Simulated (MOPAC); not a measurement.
A run for MOPAC: PM6 on TaCl, 2S+1 = 3, a spin state set in the input, which need not be the lowest, a point of a bond scan (R = 2.329 Å).

```
PM6 1SCF PRECISE CHARGE=0 UHF MS=1 THREADS=1
ClTa

Ta     0.00000000 1     0.00000000 1     0.00000000 1
Cl     0.00000000 1     0.00000000 1     2.32944800 1
```

It printed:

```
*******************************************************************************
 **                                                                           **
 **                              MOPAC v23.2.5                                **
 **                                                                           **
 *******************************************************************************
 ** MOPAC's Digital Object Identifier: https://doi.org/10.5281/zenodo.6511958 **
 **                                                                           **
 ** Please cite the open-source release paper for use of this MOPAC version:  **
 ** J. E. Moussa and J. J. P. Stewart (2026)                                  **
 ** MOPAC: An open-source semiempirical molecular orbital program             **
 ** J. Open Source Softw., 11(119), 8025, https://doi.org/10.21105/joss.08025 **
 *******************************************************************************

                              PM6 CALCULATION RESULTS

 *******************************************************************************
 *  PM6        - The PM6 Hamiltonian to be used
 *  UHF        - UNRESTRICTED HARTREE-FOCK CALCULATION
 *
 *
 *
 *                 CHARGE ON SYSTEM = 0
 *
 *
 *
 *  MS=        - IN MECI, MAGNETIC COMPONENT OF SPIN =  1.0
 *  PRECISE    - TIGHTER CRITERIA TO BE USED
 *  1SCF       - DO 1 SCF AND THEN STOP
 *  THREADS=1  - MULTI-THREADING NOT USED
 *  T=         - A TIME OF 172800.0 SECONDS REQUESTED
 *  DUMP=N     - RESTART FILE WRITTEN EVERY 7200.0 SECONDS REQUESTED
 *******************************************************************************
PM6 1SCF PRECISE CHARGE=0 UHF MS=1 THREADS=1
 ClTa

   ATOM   CHEMICAL          X               Y               Z
  NUMBER   SYMBOL      (ANGSTROMS)     (ANGSTROMS)     (ANGSTROMS)

     1      Ta          0.00000000  *   0.00000000  *   0.00000000  *
     2      Cl          0.00000000  *   0.00000000  *   2.32944800  *



          CARTESIAN COORDINATES

    NO.       ATOM           X           Y           Z

     1        Ta          0.0000      0.0000      0.0000
     2        Cl          0.0000      0.0000      2.3294

 General Reference for PM6:
 "Optimization of Parameters for Semiempirical Methods V: Modification of NDDO Approximations
 and Application to 70 Elements", J. J. P. Stewart, J. Mol. Mod., 13, 1173-1213 (2007)
 URL: https://link.springer.com/article/10.1007/s00894-007-0233-4

           Empirical Formula: Ta Cl  =     2 atoms



      MOLECULAR POINT GROUP   :   C*v


          UHF CALCULATION, NO. OF ALPHA ELECTRONS =    7
                           NO. OF BETA  ELECTRONS =    5

 -------------------------------------------------------------------------------
 PM6 1SCF PRECISE CHARGE=0 UHF MS=1 THREADS=1
 ClTa



     1SCF WAS SPECIFIED, SO BFGS WAS NOT USED
     SCF FIELD WAS ACHIEVED


                              PM6 CALCULATION
                                                       MOPAC v23.2.5 Linux




          FINAL HEAT OF FORMATION =         92.68982 KCAL/MOL =     387.81420 KJ/MOL


          COSMO AREA              =        102.55 SQUARE ANGSTROMS
          COSMO VOLUME            =         91.82 CUBIC ANGSTROMS

          IONIZATION POTENTIAL    =          7.308470 EV
          ALPHA SOMO LUMO (EV)    =         -7.812  1.958
          BETA  SOMO LUMO (EV)    =         -7.308  3.042
          NO. OF ALPHA ELECTRONS  =          7
          NO. OF BETA  ELECTRONS  =          5
          MOLECULAR WEIGHT        =        216.4009         POINT GROUP:  C*v

          MOLECULAR DIMENSIONS (Angstroms)

            Atom       Atom       Distance
           Cl     2   Ta     1     2.32945
           Cl     2   Ta     1     0.00000
           Ta     1   Cl     2     0.00000


          SCF CALCULATIONS        =          1





   ATOM   CHEMICAL          X               Y               Z
  NUMBER   SYMBOL      (ANGSTROMS)     (ANGSTROMS)     (ANGSTROMS)

     1      Ta          0.00000000  *   0.00000000  *   0.00000000  *
     2      Cl          0.00000000  *   0.00000000  *   2.32944800  *

                             CARTESIAN COORDINATES

   1   Ta        0.000000000     0.000000000     0.000000000
   2   Cl        0.000000000     0.000000000     2.329448000


           Empirical Formula: Ta Cl  =     2 atoms



      MOLECULAR POINT GROUP   :   C*v


          ALPHA EIGENVALUES
 -24.80456 -11.99458 -11.16772 -11.16772  -8.74253  -7.81239  -7.81239   1.95849
   1.95849   2.55664  44.85103  44.85103  46.49341  90.17273  90.17273  90.36114
  90.36114  90.39691


           BETA EIGENVALUES
 -25.54893 -12.35417 -11.23870 -11.23870  -7.30847   3.04204   3.04204   3.62169
   4.06583   4.06583  46.97304  49.30967  49.30967  90.08065  90.08065  90.20827
  90.20827  90.21328


              NET ATOMIC CHARGES AND DIPOLE CONTRIBUTIONS

  ATOM NO.   TYPE          CHARGE      No. of ELECS.   s-Pop       p-Pop       d-Pop
    1         Ta           0.206959        4.7930     1.94720     0.00062     2.84522
    2         Cl          -0.206959        7.2070     1.98386     5.22052     0.00257
 DIPOLE           X         Y         Z       TOTAL
 POINT-CHG.     0.000     0.000    -2.316     2.316
 HYBRID         0.000     0.000    -0.174     0.174
 SUM            0.000     0.000    -2.489     2.489


          ATOMIC ORBITAL ELECTRON POPULATIONS

     Atom    s        px        py        pz      x^2-y^2     xz        z^2       yz        xy
    1 Ta   1.94720   0.00002   0.00002   0.00057   0.99982   0.21647   0.41264   0.21647   0.99982
    2 Cl   1.98386   1.78331   1.78331   1.65390   0.00018   0.00019   0.00183   0.00019   0.00018


                    (SZ)    =    1.000000
                    (S**2)  =    2.110249


          ATOMIC ORBITAL SPIN POPULATIONS

    Atom   Total    s     px     py     pz   x^2-y^2  xz     z^2    yz     xy
         Atomic
    1 Ta  2.1589 -0.032  0.000  0.000  0.000  1.000  0.036  0.120  0.036  1.000
    2 Cl -0.1589 -0.001 -0.036 -0.036 -0.087  0.000  0.000 -0.000  0.000  0.000

 **********************
 *                    *
 * JOB ENDED NORMALLY *
 *                    *
 **********************




 == MOPAC DONE ==
```

The run finished. Its determinant has ⟨S²⟩ = 2.11, a mixture of spin states.

Cost: very roughly 0.03 core-seconds.
